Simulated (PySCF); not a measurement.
# Static response to an electric field

C₅H₃FOS.
Structure used (GFN2-xTB), in Å, numbered top down from 1:
```xyz
11
C5H3FOS angstrom
O      2.069   -1.655    0.499
C      1.739   -0.577    0.137
F      2.706    0.333   -0.213
C      0.409   -0.020   -0.010
C     -0.772   -0.759    0.290
C     -1.894   -0.036    0.078
S     -1.545    1.556   -0.490
C      0.129    1.252   -0.443
H     -0.750   -1.773    0.643
H     -2.915   -0.331    0.217
H      0.829    2.011   -0.733
```

Level: CAM-B3LYP/def2-SVPD (PySCF), static field, nuclei fixed, core orbitals frozen in the response. The polarisability tensor in these axes (au):

```
x    95.27 -13.14   2.89
y   -13.14  85.33 -12.59
z     2.89 -12.59  52.12
```

Give the principal values, the mean and the anisotropy Δα = √{½[(α1 − α2)² + (α2 − α3)² + (α1 − α3)²]}.

Principal values 47.84, 78.76 and 106.11 au; mean 77.57 au = 11.50 Å³ = 12.79 × 10⁻⁴⁰ C²·m²/J; Δα = 50.49 au (65 % of the mean).

What is the dipole moment, and where does it point?

(-3.42, 1.71, -0.47) D, 3.85 D in size, pointing from the negative to the positive side. Measured along this direction, the outermost atoms are O1 at the negative end and H10 at the positive end.

Sum over states: ᾱ = Σ f/ω², ω in Eh. What share falls to these 8 lowest TDDFT singlets (eV, f)? 5.29, 0.0274; 5.54, 0.0000; 5.61, 0.2323; 6.57, 0.0018; 6.64, 0.3018; 6.69, 0.0017; 6.99, 0.2193; 7.22, 0.0008.

They add up to 14.65 au, 18.9 % of the 77.57 au; the largest single term is 5.47 au, from the state at 5.61 eV. Terms in order: 0.73, 0.00, 5.47, 0.03, 5.06, 0.03, 3.32, 0.01 au. Higher excitations give the rest. The strengths listed sum to 0.785.

Rayleigh depolarisation ratio (linearly polarised light, static tensor)?

ρ = 3Δα²/(45ᾱ² + 4Δα²) = 7649.2/(270795 + 10198.9) = 0.0272.

How large is μ²/3kT at 273 K beside α?

In Gaussian units μ²/3kT = 131.15 Å³ against 11.50 Å³, a ratio of 11.41; the Debye molar polarisation (4π/3)N_A(α + μ²/3kT) is 359.8 cm³/mol, leaving out the vibrational part.

Isolated species at its GFN2-xTB geometry (one conformer only).
